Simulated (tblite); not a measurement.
Run record: nudged-elastic-band run, `C=CCS(=O)(=O)C=C`.

Computed with GFN2-xTB (tblite), gas phase: nudged elastic band of 9 images (0 to 8), spring 0.2 eV/Å², climbing image at the end, force threshold 0.05 eV/Å. No saddle search or frequency run followed, so the top image need not be a first-order saddle, and its height can exceed the method's true barrier by a kcal/mol or more. A driver script takes a list of jobs; this job's settings line and coordinates (Å) are shown. «atoms» counts from 0 and names the dihedral (C2–C3–S4–C7 when counted from 1); «turn» is the rotation in degrees that makes the guess of the end point.

Command:
```bash
OMP_NUM_THREADS=1 python probes_run.py task.json out
```

Input:
```
{"job": {"kind": "neb", "xc": "GFN2-xTB", "basis": "xTB", "atoms": [1, 2, 3, 6], "turn": 120}, "charge": 0, "multiplicity": 1}
C     -2.079912     0.956575    -0.229630
C     -1.685559    -0.302220    -0.140587
C     -0.842687    -0.833321     0.950419
S      0.828848    -1.186464     0.270607
O      1.691765    -1.528257     1.369132
O      0.701524    -2.124666    -0.810279
C      1.350150     0.395885    -0.409103
C      2.232541     1.117689     0.242153
H     -1.838808     1.681079     0.531110
H     -2.670743     1.310451    -1.055835
H     -1.932386    -1.016623    -0.913250
H     -1.197366    -1.787744     1.332029
H     -0.687371    -0.127054     1.760976
H      0.895682     0.638627    -1.352073
H      2.597091     2.068120    -0.113287
H      2.629630     0.746869     1.173357
```

Q: Estimate the output.

A: 
```
image   E - E0 / eV
  0      -0.0000
  1       0.0099
  2       0.0358
  3       0.0657
  4       0.0846
  5       0.0856
  6       0.0721
  7       0.0548
  8       0.0411
```

Q: Read off the barriers.

A: The highest image is 5: 0.086 eV (1.97 kcal/mol) above the start and 0.044 eV (1.03 kcal/mol) above the end. The band met its force threshold.

Q: Which dihedral does each image have?

A: 0: 57°, 1: 73°, 2: 88°, 3: 103°, 4: 118°, 5: 133°, 6: 148°, 7: 163°, 8: 177°.

Q: Give the geometry of the highest image and of the end point.

A: 
Image 5:
```
atom  x, y, z in Å
C1     -2.750    0.311   -0.478
C2     -1.980   -0.576    0.128
C3     -0.749   -0.215    0.864
S4      0.709   -0.757   -0.141
O5      1.357   -1.850    0.534
O6      0.286   -0.953   -1.500
C7      1.804    0.674   -0.112
C8      2.851    0.688    0.682
H9     -2.544    1.369   -0.420
H10    -3.620    0.022   -1.038
H11    -2.186   -1.634    0.053
H12    -0.654   -0.721    1.820
H13    -0.641    0.861    0.981
H14     1.520    1.444   -0.808
H15     3.547    1.511    0.731
H16     3.044   -0.166    1.311
```

Image 8:
```
atom  x, y, z in Å
C1     -2.961   -0.131   -0.401
C2     -1.931   -0.579    0.295
C3     -0.742    0.237    0.630
S4      0.655   -0.402   -0.380
O5      0.977   -1.725    0.077
O6      0.349   -0.217   -1.771
C7      2.006    0.711    0.054
C8      2.957    0.301    0.863
H9     -3.015    0.892   -0.736
H10    -3.791   -0.764   -0.658
H11    -1.879   -1.610    0.614
H12    -0.421    0.118    1.661
H13    -0.866    1.284    0.367
H14     1.945    1.677   -0.415
H15     3.788    0.921    1.157
H16     2.921   -0.704    1.250
```

Q: Estimate the wall time. Hardware: one thread, AMD EPYC 9B45 (x86_64) (shared host). And the peak memory of the process?

A: About 1.5 s, with 0.19 GiB resident at the peak, the Python interpreter and its libraries included.
